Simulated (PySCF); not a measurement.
GeH6P2. Atoms are numbered in the order given.

```xyz
9

Ge     0.0000     0.0000     0.6353
P      1.9848     0.0000    -0.5848
P     -1.9848     0.0000    -0.5848
H      0.0000     1.2510     1.5358
H      0.0000    -1.2510     1.5358
H      1.5487    -1.0387    -1.4643
H      1.5487     1.0387    -1.4643
H     -1.5487     1.0387    -1.4643
H     -1.5487    -1.0387    -1.4643
```

The structure is a stationary point at PBE0-D3(BJ)/def2-SVP. The structure was generated by enumeration, and PubChem lists no compound with its InChIKey, so it may never have been made. Other conformers were not sampled.

All values below come from PySCF with PBE0-D3(BJ)/def2-SVP.

Frequencies are harmonic and unscaled.

Q: Estimate the vibrational spectrum. (Estimate from the structure and the level; the computed values follow.)

A: 
```json
[
 {"mode": "1", "ν (cm⁻¹)": "109", "IR (km/mol)": "0.0", "moving atoms (share of kinetic energy)": "H 99 %"},
 {"mode": "2", "ν (cm⁻¹)": "113", "IR (km/mol)": "3.5", "moving atoms (share of kinetic energy)": "P 64 %, Ge 24 %, H 11 %"},
 {"mode": "3", "ν (cm⁻¹)": "138", "IR (km/mol)": "11.8", "moving atoms (share of kinetic energy)": "H 84 %, P 13 %"},
 {"mode": "4", "ν (cm⁻¹)": "336", "IR (km/mol)": "16.6", "moving atoms (share of kinetic energy)": "H 93 %"},
 {"mode": "5", "ν (cm⁻¹)": "342", "IR (km/mol)": "1.8", "moving atoms (share of kinetic energy)": "P 77 %, Ge 20 %"},
 {"mode": "6", "ν (cm⁻¹)": "379", "IR (km/mol)": "12.7", "moving atoms (share of kinetic energy)": "P 58 %, Ge 38 %"},
 {"mode": "7", "ν (cm⁻¹)": "551", "IR (km/mol)": "0.0", "moving atoms (share of kinetic energy)": "H 100 %"},
 {"mode": "8", "ν (cm⁻¹)": "578", "IR (km/mol)": "52.5", "moving atoms (share of kinetic energy)": "H 95 %"},
 {"mode": "9", "ν (cm⁻¹)": "686", "IR (km/mol)": "2.4", "moving atoms (share of kinetic energy)": "H 89 %, P 9 %"},
 {"mode": "10", "ν (cm⁻¹)": "745", "IR (km/mol)": "0.9", "moving atoms (share of kinetic energy)": "H 94 %"},
 {"mode": "11", "ν (cm⁻¹)": "768", "IR (km/mol)": "75.6", "moving atoms (share of kinetic energy)": "H 95 %"},
 {"mode": "12", "ν (cm⁻¹)": "796", "IR (km/mol)": "0.0", "moving atoms (share of kinetic energy)": "H 97 %"},
 {"mode": "13", "ν (cm⁻¹)": "854", "IR (km/mol)": "60.2", "moving atoms (share of kinetic energy)": "H 99 %"},
 {"mode": "14", "ν (cm⁻¹)": "1086", "IR (km/mol)": "0.5", "moving atoms (share of kinetic energy)": "H 97 %"},
 {"mode": "15", "ν (cm⁻¹)": "1090", "IR (km/mol)": "29.4", "moving atoms (share of kinetic energy)": "H 97 %"},
 {"mode": "16", "ν (cm⁻¹)": "2143", "IR (km/mol)": "95.3", "moving atoms (share of kinetic energy)": "H 99 %"},
 {"mode": "17", "ν (cm⁻¹)": "2151", "IR (km/mol)": "95.5", "moving atoms (share of kinetic energy)": "H 98 %"},
 {"mode": "18", "ν (cm⁻¹)": "2400", "IR (km/mol)": "1.2", "moving atoms (share of kinetic energy)": "H 97 %"},
 {"mode": "19", "ν (cm⁻¹)": "2401", "IR (km/mol)": "58.5", "moving atoms (share of kinetic energy)": "H 97 %"},
 {"mode": "20", "ν (cm⁻¹)": "2415", "IR (km/mol)": "0.0", "moving atoms (share of kinetic energy)": "H 97 %"},
 {"mode": "21", "ν (cm⁻¹)": "2417", "IR (km/mol)": "91.7", "moving atoms (share of kinetic energy)": "H 97 %"}
]
```
